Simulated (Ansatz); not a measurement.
## Nudged elastic band run: CH$_{4}$Al$_{2}$ClN

The input (input.yaml):

```yaml
crystal:
  periodic: [false, false, false]
  atoms:
    - { symbol: "N", position_ang: [-1.384404, -0.721444, 0.663971] }
    - { symbol: C, position_ang: [-0.313916, -0.12055, 0.208218] }
    - { symbol: Al, position_ang: [0.246895, 1.388419, 1.409204] }
    - { symbol: Al, position_ang: [0.455824, -0.84843, -1.501127] }
    - { symbol: Cl, position_ang: [2.178696, -0.081541, -2.492499] }
    - { symbol: H, position_ang: [-1.697003, -1.52044, 0.056438] }
    - { symbol: H, position_ang: [-0.636889, 1.723852, 2.691099] }
    - { symbol: H, position_ang: [1.565678, 2.226446, 1.070874] }
    - { symbol: H, position_ang: [-0.326381, -2.092712, -2.123378] }
magnetization:
  spin_polarized: true
basis:
  gaussian: { orbitals: def2-SVP }
hamiltonian:
  xc: blyp
neb:
  order_check: false
  images: 7
  f_tol: 0.03
  max_iterations: 53
  final_atoms:
    - { symbol: "N", position_ang: [-1.11607837, -0.04048851, 0.55029946] }
    - { symbol: C, position_ang: [0.04696402, -0.02481148, -0.05375971] }
    - { symbol: Al, position_ang: [0.0217906, 1.27262466, 1.48849984] }
    - { symbol: Al, position_ang: [0.61019582, -1.12369853, -1.6186544] }
    - { symbol: Cl, position_ang: [2.525974, -0.77888897, -2.45613547] }
    - { symbol: H, position_ang: [-1.91229279, -0.64621313, 0.26231362] }
    - { symbol: H, position_ang: [0.57766384, 0.75938963, 2.88950917] }
    - { symbol: H, position_ang: [-0.35191793, 2.78827716, 1.17501288] }
    - { symbol: H, position_ang: [-0.31379919, -2.25259083, -2.25428542] }
  initial_path:
    images:
      - { positions_ang: [[-1.384404, -0.721444, 0.663971], [-0.313916, -0.12055, 0.208218], [0.246895, 1.388419, 1.409204], [0.455824, -0.84843, -1.501127], [2.178696, -0.081541, -2.492499], [-1.697003, -1.52044, 0.056438], [-0.636889, 1.723852, 2.691099], [1.565678, 2.226446, 1.070874], [-0.326381, -2.092712, -2.123378]] }
      - { positions_ang: [[-1.40616526, -0.78344464, 0.72368608], [-0.36556169, -0.16900719, 0.25265193], [0.23107749, 1.35684217, 1.38119711], [0.43930699, -0.8599231, -1.45401229], [2.14650556, -0.01707014, -2.40871206], [-1.61702736, -1.38111408, -0.07364786], [-0.58059804, 1.73464515, 2.68801336], [1.55071243, 2.18354356, 0.97303009], [-0.30975011, -2.11087173, -2.09940636]] }
      - { positions_ang: [[-1.42792652, -0.84544528, 0.78340115], [-0.41720738, -0.21746438, 0.29708586], [0.21525999, 1.32526534, 1.35319023], [0.42278999, -0.8714162, -1.40689757], [2.11431511, 0.04740072, -2.32492512], [-1.53705173, -1.24178816, -0.20373371], [-0.52430709, 1.7454383, 2.68492772], [1.53574685, 2.14064112, 0.87518617], [-0.29311923, -2.12903146, -2.07543473]] }
      - { positions_ang: [[-1.44968778, -0.90744591, 0.84311623], [-0.46885307, -0.26592157, 0.3415198], [0.19944248, 1.2936885, 1.32518334], [0.40627298, -0.8829093, -1.35978286], [2.08212467, 0.11187159, -2.24113818], [-1.45707609, -1.10246225, -0.33381957], [-0.46801613, 1.75623145, 2.68184207], [1.52078128, 2.09773868, 0.77734226], [-0.27648834, -2.14719119, -2.05146309]] }
      - { positions_ang: [[-1.47144904, -0.96944655, 0.9028313], [-0.52049876, -0.31437876, 0.38595373], [0.18362497, 1.26211167, 1.29717646], [0.38975597, -0.8944024, -1.31266815], [2.04993423, 0.17634245, -2.15735124], [-1.37710045, -0.96313633, -0.46390543], [-0.41172517, 1.7670246, 2.67875643], [1.5058157, 2.05483624, 0.67949835], [-0.25985745, -2.16535092, -2.02749146]] }
      - { positions_ang: [[-1.38260637, -0.73720704, 0.81469834], [-0.37863307, -0.24198694, 0.27602537], [0.14316638, 1.26473992, 1.3450073], [0.44486594, -0.95172643, -1.38916471], [2.16894417, -0.06246541, -2.23204729], [-1.51089853, -0.88390553, -0.28235066], [-0.16437792, 1.51511586, 2.73144462], [1.04138229, 2.23819647, 0.80337698], [-0.27334289, -2.1871609, -2.08418995]] }
      - { positions_ang: [[-1.2937637, -0.50496753, 0.72656538], [-0.23676737, -0.16959512, 0.16609701], [0.10270779, 1.26736816, 1.39283815], [0.4999759, -1.00905047, -1.46566127], [2.28795412, -0.30127326, -2.30674335], [-1.64469662, -0.80467473, -0.1007959], [0.08296933, 1.26320711, 2.7841328], [0.57694889, 2.4215567, 0.92725561], [-0.28682832, -2.20897087, -2.14088844]] }
      - { positions_ang: [[-1.20492103, -0.27272802, 0.63843242], [-0.09490168, -0.0972033, 0.05616865], [0.06224919, 1.26999641, 1.44066899], [0.55508586, -1.0663745, -1.54215783], [2.40696406, -0.54008111, -2.38143941], [-1.7784947, -0.72544393, 0.08075886], [0.33031658, 1.01129837, 2.83682099], [0.11251548, 2.60491693, 1.05113425], [-0.30031376, -2.23078085, -2.19758693]] }
      - { positions_ang: [[-1.11607837, -0.04048851, 0.55029946], [0.04696402, -0.02481148, -0.05375971], [0.0217906, 1.27262466, 1.48849984], [0.61019582, -1.12369853, -1.6186544], [2.525974, -0.77888897, -2.45613547], [-1.91229279, -0.64621313, 0.26231362], [0.57766384, 0.75938963, 2.88950917], [-0.35191793, 2.78827716, 1.17501288], [-0.31379919, -2.25259083, -2.25428542]] }
```

Run as:

```bash
$ ansatz run input.yaml --threads 2 --pin off --max-ram 3072MiB --backend cpu --events-out ev --progress --plain --runs-dir out
```

Output, in part (warnings, iteration lines, the closing report on the highest movable image, with atoms numbered from 0):

```
NEB end point (image 0): max|allowed force component| = 1.294e-2 eV/Å (the criterion of neb.relax_end_points is 1.000e-2)
NEB end point (image 8): max|allowed force component| = 1.361e-2 eV/Å (the criterion of neb.relax_end_points is 1.000e-2)
NEB iter   1: max|band force component| = 7.105e0 eV/Å  barrier→ = 3.6528 eV  barrier← = 4.1839 eV  Δτ_max = 0.2000 Å  (560 SCF iters)
NEB iter   2: max|band force component| = 3.984e0 eV/Å  barrier→ = 2.4583 eV  barrier← = 2.9894 eV  Δτ_max = 0.2000 Å  (272 SCF iters)
NEB iter   3: max|band force component| = 3.276e0 eV/Å  barrier→ = 1.4485 eV  barrier← = 1.9797 eV  Δτ_max = 0.0994 Å  (262 SCF iters)
NEB iter   4: max|band force component| = 2.628e0 eV/Å  barrier→ = 0.9186 eV  barrier← = 1.4497 eV  Δτ_max = 0.0993 Å  (224 SCF iters)
NEB iter   5: max|band force component| = 2.282e0 eV/Å  barrier→ = 0.4760 eV  barrier← = 1.0071 eV  Δτ_max = 0.1989 Å  (229 SCF iters)
NEB iter   6: max|band force component| = 1.343e0 eV/Å  barrier→ = 0.1473 eV  barrier← = 0.6785 eV  Δτ_max = 0.1890 Å  (229 SCF iters)
NEB iter   7: max|band force component| = 1.182e0 eV/Å  barrier→ = 0.0235 eV  barrier← = 0.5547 eV  Δτ_max = 0.1939 Å  (237 SCF iters)
NEB iter   8: max|band force component| = 1.195e0 eV/Å  barrier→ = 0.0000 eV  barrier← = 0.5312 eV  Δτ_max = 0.0988 Å  (225 SCF iters)
NEB iter   9: max|band force component| = 6.072e-1 eV/Å  barrier→ = 0.0000 eV  barrier← = 0.5312 eV  Δτ_max = 0.0973 Å  (229 SCF iters)
NEB iter  10: max|band force component| = 4.689e-1 eV/Å  barrier→ = -0.0016 eV  barrier← = 0.5296 eV  CI = image 1  Δτ_max = 0.0513 Å  (224 SCF iters)
NEB iter  11: max|band force component| = 2.282e-1 eV/Å  barrier→ = -0.0011 eV  barrier← = 0.5300 eV  CI = image 1  Δτ_max = 0.0506 Å  (231 SCF iters)
NEB iter  12: max|band force component| = 1.058e-1 eV/Å  barrier→ = -0.0008 eV  barrier← = 0.5304 eV  CI = image 1  Δτ_max = 0.0994 Å  (232 SCF iters)
NEB iter  13: max|band force component| = 7.761e-1 eV/Å  barrier→ = 0.0378 eV  barrier← = 0.5689 eV  CI = image 2  Δτ_max = 0.0490 Å  (226 SCF iters)
NEB iter  14: max|band force component| = 4.442e-1 eV/Å  barrier→ = 0.0112 eV  barrier← = 0.5423 eV  CI = image 2  Δτ_max = 0.0980 Å  (234 SCF iters)
NEB iter  15: max|band force component| = 4.929e-1 eV/Å  barrier→ = -0.0007 eV  barrier← = 0.5304 eV  CI = image 1  Δτ_max = 0.1295 Å  (223 SCF iters)
NEB iter  16: max|band force component| = 9.542e-2 eV/Å  barrier→ = -0.0004 eV  barrier← = 0.5307 eV  CI = image 1  Δτ_max = 0.0428 Å  (229 SCF iters)
NEB iter  17: max|band force component| = 1.290e-1 eV/Å  barrier→ = -0.0002 eV  barrier← = 0.5310 eV  CI = image 1  Δτ_max = 0.0215 Å  (235 SCF iters)
NEB iter  18: max|band force component| = 4.279e-2 eV/Å  barrier→ = -0.0001 eV  barrier← = 0.5311 eV  CI = image 1  Δτ_max = 0.0430 Å  (232 SCF iters)
NEB iter  19: max|band force component| = 5.633e-2 eV/Å  barrier→ = -0.0001 eV  barrier← = 0.5311 eV  CI = image 1  Δτ_max = 0.0215 Å  (223 SCF iters)
NEB iter  20: max|band force component| = 2.656e-2 eV/Å  barrier→ = -0.0000 eV  barrier← = 0.5311 eV  CI = image 1  Δτ_max = 0.0000 Å  (454 SCF iters)
Total energy: -28297.74964589 eV, -1039.9231185828 hartree
Atom 0 at    -1.385185    -0.717432     0.655749 Å, force    -0.010269     0.005861    -0.000954 eV/Å
Atom 1 at    -0.308922    -0.119955     0.209745 Å, force     0.007747    -0.003276    -0.003997 eV/Å
Atom 2 at     0.240552     1.394206     1.409114 Å, force     0.002104    -0.002176     0.002324 eV/Å
Atom 3 at     0.463389    -0.853129    -1.495324 Å, force    -0.003342     0.003658    -0.000666 eV/Å
Atom 4 at     2.216101    -0.129258    -2.467359 Å, force     0.000400    -0.000462     0.001498 eV/Å
Atom 5 at    -1.699390    -1.509608     0.039835 Å, force     0.003204    -0.003955     0.002358 eV/Å
Atom 6 at    -0.599337     1.672623     2.733166 Å, force     0.000628    -0.000395     0.000292 eV/Å
Atom 7 at     1.500983     2.297921     1.021436 Å, force    -0.001572     0.001486    -0.001341 eV/Å
Atom 8 at    -0.339691    -2.081767    -2.123562 Å, force     0.001100    -0.000741     0.000485 eV/Å
Dipole moment:    -0.072190    -0.116868    -0.067044 e Å
```

It converged. The highest image is an end point: on this band no image between the ends rises above it. Inner images lie up to 0.006 eV below the lower end, so the ends aren't the lowest states on this path.

Final band (atoms are numbered from 1 in the order of the input):

```
image  path coordinate (Å)  energy (kcal/mol)  N1–Al3 (Å)
    0                 0.00                0.0        2.77
    1                 0.15                0.0        2.77
    2                 0.69               -0.1        2.75
    3                 1.24               -0.5        2.66
    4                 1.78               -2.3        2.40
    5                 2.32               -7.7        2.10
    6                 2.86              -11.4        1.99
    7                 3.41              -12.4        1.97
    8                 3.96              -12.2        1.97
```

Run time: 8.3 min on 2 threads of AMD EPYC 7R13 Processor (Zen 3) (shared host), peak memory 0.28 GiB.
